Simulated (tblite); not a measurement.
Species: C₄H₁₀NPSi.
Structure used (GFN2-xTB), in Å, numbered top down from 1:
```xyz
17
C4H10NPSi angstrom
P      3.4262    0.6462   -1.1706
Si     2.4223   -0.7908    0.2347
N      0.8840   -0.1038    0.5131
C     -0.2939   -0.3767    0.1686
C     -1.4208    0.4730    0.5420
C     -2.7605   -0.1707    0.8199
C     -2.5734    0.6155   -0.4266
H      3.4816    1.6876   -0.2663
H      4.6991    0.2176   -0.8446
H      3.0132   -0.8191    1.5730
H      2.5272   -2.1152   -0.3986
H     -0.5546   -1.2619   -0.4268
H     -1.1438    1.3384    1.1289
H     -3.3533    0.2471    1.6186
H     -2.8223   -1.2459    0.7439
H     -2.5042    0.0830   -1.3630
H     -3.0337    1.5877   -0.5079
```

Computed with GFN2-xTB (tblite): harmonic, unscaled wavenumbers at the GFN2-xTB geometry, gas phase. Against measured fundamentals such values can be off by several per cent, at times by over 20. Modes of hydrogen on phosphorus and silicon can be 10 to 20 % off. One conformer, not necessarily the lowest.

Harmonic wavenumbers (cm⁻¹): 36.6, 62.6, 80.5, 109.5, 126.9, 223.6, 320.4, 359.9, 374.0, 459.1, 482.6, 569.7, 661.0, 694.1, 722.1, 785.6, 793.5, 852.9, 860.3, 885.3, 904.3, 942.4, 1024.0, 1062.5, 1065.2, 1092.7, 1149.3, 1152.1, 1178.6, 1230.7, 1308.2, 1396.4, 1431.5, 1482.2, 1726.7, 2162.2, 2245.3, 2315.2, 2405.2, 2829.0, 3072.6, 3091.5, 3093.3, 3100.0, 3117.1.

A = 4829, B = 645.6, C = 593.9 MHz; mass 131.032 u (most abundant isotopes); point group C1, symmetry number 1.

Q: Zero-point energy?

A: Half the sum of the wavenumbers: 27519 cm⁻¹ = 329.20 kJ/mol.

Q: What is S at 400 K and 1 bar for an ideal gas of classical rigid rotors and harmonic oscillators?

A: Translation 175.77, rotation 127.27, vibration 166.93: S = 470.0 J/(mol K).

Q: And Cp and H(400 K) − H(0)?

A: Cp = 193.26 J/(mol K), of which vibrations give 160.01 (their classical limit is 45 R = 374.2); H(400 K) − H(0) = 46.45 kJ/mol without the zero-point energy, 33.15 from vibrations.

Q: What must be added to the electronic energy to get the Gibbs energy at 400 K and 1 bar?

A: ZPE + [H(400 K) − H(0)] − T·S = 329.20 + 46.45 − 187.98 = 187.67 kJ/mol.

Q: Which modes carry the vibrational entropy at 400 K?

A: 36.6 cm⁻¹: 25.18; 62.6 cm⁻¹: 20.73; 80.5 cm⁻¹: 18.65; 109.5 cm⁻¹: 16.11; 126.9 cm⁻¹: 14.91; 223.6 cm⁻¹: 10.35 J/(mol K); the other 39 give 61.00 together.

Q: How do the functions run with temperature in this model?

A: 
```json
{"T (K)": "100", "S (J/(mol K))": "300.0", "Cp (J/(mol K))": "78.9", "H − H(0) (kJ/mol)": "5.76", "G − H(0) (kJ/mol)": "-24.25", "ln q(vib)": "2.26"}
{"T (K)": "200", "S (J/(mol K))": "365.5", "Cp (J/(mol K))": "115.2", "H − H(0) (kJ/mol)": "15.41", "G − H(0) (kJ/mol)": "-57.69", "ln q(vib)": "5.02"}
{"T (K)": "300", "S (J/(mol K))": "419.9", "Cp (J/(mol K))": "155.8", "H − H(0) (kJ/mol)": "28.95", "G − H(0) (kJ/mol)": "-97.01", "ln q(vib)": "7.60"}
{"T (K)": "500", "S (J/(mol K))": "516.5", "Cp (J/(mol K))": "224.4", "H − H(0) (kJ/mol)": "67.39", "G − H(0) (kJ/mol)": "-190.89", "ln q(vib)": "12.58"}
{"T (K)": "800", "S (J/(mol K))": "637.2", "Cp (J/(mol K))": "288.0", "H − H(0) (kJ/mol)": "145.13", "G − H(0) (kJ/mol)": "-364.61", "ln q(vib)": "19.60"}
{"T (K)": "1000", "S (J/(mol K))": "704.5", "Cp (J/(mol K))": "315.2", "H − H(0) (kJ/mol)": "205.59", "G − H(0) (kJ/mol)": "-498.93", "ln q(vib)": "23.90"}
```

q(vib) and H(0) count from the zero-point level.

Q: Blend soft modes into free rotors: weight 1/[1 + (100 cm⁻¹/ν̃)⁴] for the oscillator and the rest for a rotor with moment μB/(μ + B), μ = h/(8π²ν), B = 10⁻⁴⁴ kg m². What vibrational entropy results?

A: 149.03 J/(mol K) in place of 166.93, which changes −T·S at 400 K by +7.16 kJ/mol.

Hindered rotation and anharmonicity are outside this model. Other conformers, if any are populated, would add a mixing term that is left out. The structure is chiral; the term R ln 2 for an equal mix with its mirror image is left out.

Hardware: one thread of an Arm Neoverse N1, shared host with 64 logical CPUs at a one-minute load of 60. Cost: 1.1 s wall. The figure is for the frequency step alone.
